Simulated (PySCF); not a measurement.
Compound: C2H5F3OSi.
Atom-mapped SMILES: `[CH3:1][O:2][SiH2:3][C:4]([F:5])([F:6])[F:7]` (hydrogens: H8, H9, H10 on C1; H11, H12 on Si3)

The same species was optimised twice, with GFN2-xTB and with PBE0-D3(BJ)/def2-SVP (PySCF), and the same property calculations (PySCF, gas phase) were run on both structures.

```tsv
coordinate	GFN2-xTB	PBE0-D3(BJ)/def2-SVP	change
O2–Si3 (Å)	1.603	1.650	+0.047
Si3–C4 (Å)	1.934	1.925	-0.009
C4–F6 (Å)	1.346	1.339	-0.007
C4–F5 (Å)	1.346	1.339	-0.007
C4–F7 (Å)	1.352	1.345	-0.007
C1–O2 (Å)	1.402	1.402	0.000
O2–Si3–C4 (°)	100.4	105.2	+4.8
C1–O2–Si3 (°)	131.2	126.7	-4.5
Si3–C4–F6 (°)	113.9	112.3	-1.6
F6–C4–F7 (°)	105.7	107.3	+1.6
F5–C4–F7 (°)	105.7	107.3	+1.6
Si3–C4–F5 (°)	114.1	112.8	-1.3
F5–C4–F6 (°)	106.2	107.4	+1.2
Si3–C4–F7 (°)	110.6	109.5	-1.1
C1–O2–Si3–C4 (°)	180	176	-4
O2–Si3–C4–F5 (°)	59	63	+4
```

Rotational constants: A = 4145, B = 1243, C = 1171 MHz (GFN2-xTB) against A = 4251, B = 1202, C = 1145 MHz (PBE0-D3(BJ)/def2-SVP). Atoms that the bonding makes alike are paired by their places after alignment.

On the GFN2-xTB structure: HOMO (eV) -8.80 [PBE0/pcSseg-1]; LUMO (eV) -0.03 [PBE0/pcSseg-1]; dipole (D) 4.04 [PBE0/pcSseg-1]; GIAO shielding of C1 (ppm) 132.6 [PBE0/pcSseg-1]; GIAO shielding of O2 (ppm) 343.7 [PBE0/pcSseg-1]; GIAO shielding of Si3 (ppm) 383.9 [PBE0/pcSseg-1]; GIAO shielding of C4 (ppm) 50.0 [PBE0/pcSseg-1]; GIAO shielding of F5/F6/F7 (mean) (ppm) 249.5 [PBE0/pcSseg-1].

Problem. What do these properties become on the PBE0-D3(BJ)/def2-SVP structure?

Solution. 
```csv
property,level,on GFN2-xTB,on PBE0-D3(BJ)/def2-SVP,change
HOMO (eV),PBE0/pcSseg-1,-8.80,-8.63,+0.17
LUMO (eV),PBE0/pcSseg-1,-0.03,0.10,+0.13
dipole (D),PBE0/pcSseg-1,4.04,3.38,-0.66
"energy, GFN2-xTB geometry as zero (kcal/mol)",PBE0/pcSseg-1,0.0,-1.6,-1.6
GIAO shielding of C1 (ppm),PBE0/pcSseg-1,132.6,130.7,-1.9
GIAO shielding of O2 (ppm),PBE0/pcSseg-1,343.7,338.9,-4.8
GIAO shielding of Si3 (ppm),PBE0/pcSseg-1,383.9,378.9,-5.0
GIAO shielding of C4 (ppm),PBE0/pcSseg-1,50.0,52.5,+2.5
GIAO shielding of F5/F6/F7 (mean) (ppm),PBE0/pcSseg-1,249.5,253.6,+4.1
```

The heavy atoms differ by 0.086 Å rms after alignment (one structure mirrored). Among bonds between heavy atoms O2–Si3 changes most (+0.047 Å). Changes are differences of the printed values. Neither structure is proved a minimum here.

Conformer computed: `[CH3:1][O:2][SiH2:3][C:4]([F:5])([F:6])[F:7]`: C1–O2–Si3–C4 176°, O2–Si3–C4–F5 63°.
